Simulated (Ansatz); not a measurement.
Cost and result for the atomization energy of `C[SiH2]C(O)F` (12 atoms, 11 bonds).

| atom | x (Å) | y (Å) | z (Å) |
| --- | --- | --- | --- |
| C1 | -0.115 | 0.460 | 1.682 |
| Si2 | -0.619 | -0.670 | 0.289 |
| C3 | 0.402 | -0.246 | -1.273 |
| O4 | 0.224 | 1.088 | -1.574 |
| F5 | 1.755 | -0.490 | -0.999 |
| H6 | -0.290 | 1.501 | 1.404 |
| H7 | -0.683 | 0.243 | 2.589 |
| H8 | 0.947 | 0.338 | 1.902 |
| H9 | -2.057 | -0.518 | -0.063 |
| H10 | -0.355 | -2.099 | 0.605 |
| H11 | 0.169 | -0.891 | -2.131 |
| H12 | 0.623 | 1.283 | -2.429 |

The species carries charge 0 and has multiplicity 1. All single points use the PBE0-D4/def2-TZVP geometry. It is one conformer, not always the lowest. Program: Ansatz. All runs use 4 threads of an Arm Neoverse V1 on a shared host. Times are those of one run each, without the atoms' runs, and a repeat can differ threefold. Electronic energies, without spin–orbit coupling; frozen cores. CCSD(T)/CBS adds CCSD(T) − MP2 in def2-TZVPP to the MP2 limit, and its time is that of the two runs behind it. T1 = 0.012. B3LYP takes the VWN-RPA correlation (the form of Gaussian; ORCA's B3LYP/G).

CCSD(T)/CBS is a level of theory with its own doubt, some kJ/mol a heavy atom from the limit and from the frozen cores, so smaller differences don't rank the functionals.

| level | functions | wall time | atomization (kcal/mol) | difference from CCSD(T)/CBS | per bond |
| --- | --- | --- | --- | --- | --- |
| PBE-D4/def2-TZVPP (with forces) | 264 | 2.5 s | 1055.4 | 16.0 | 1.5 |
| PBE0-D4/def2-TZVPP | 264 | 3 s | 1036.1 | -3.3 | -0.3 |
| B3LYP-D4/def2-TZVPP (with forces) | 264 | 4.6 s | 1036.7 | -2.7 | -0.2 |
| r2SCAN-D4/def2-TZVPP (with forces) | 264 | 4.9 s | 1040.1 | 0.7 | 0.1 |
| B2PLYP/def2-TZVPP | 264 | 5.5 s | 1026.1 | -13.3 | -1.2 |
| ωB97X-V/def2-TZVPP | 264 | 8 s | 1042.2 | 2.8 | 0.3 |
| ωB97M-V/def2-TZVPP (with forces) | 264 | 12 s | 1041.6 | 2.2 | 0.2 |
| MP2/def2-QZVPP | 508 | 25 s | 1042.9 | 3.5 | 0.3 |
| CCSD(T)/def2-TZVPP | 264 | 3.7 min | 1012.5 | -26.9 | -2.4 |
| CCSD(T)/CBS(def2) | – | 4.1 min | 1039.4 | 0.0 | 0.0 |

From PBE to PBE0 (25 % exact exchange), in def2-TZVPP and without D4, the atomization energy moves by −18.5 kcal/mol: exact exchange takes away binding that semilocal exchange gives to molecules. In def2-TZVPP, CCSD(T) changes the Hartree–Fock value by +257.9 kcal/mol (the triples alone add +14.0 kcal/mol) and MP2 by +272.3 kcal/mol; breaking electron pairs costs correlation energy, which Hartree–Fock lacks. The D4 term adds +8.2 kcal/mol with B3LYP and +4.3 kcal/mol with PBE0; it sums over pairs of atoms, weighted by their polarisabilities, and B3LYP, whose exchange is more repulsive, gets the larger term.
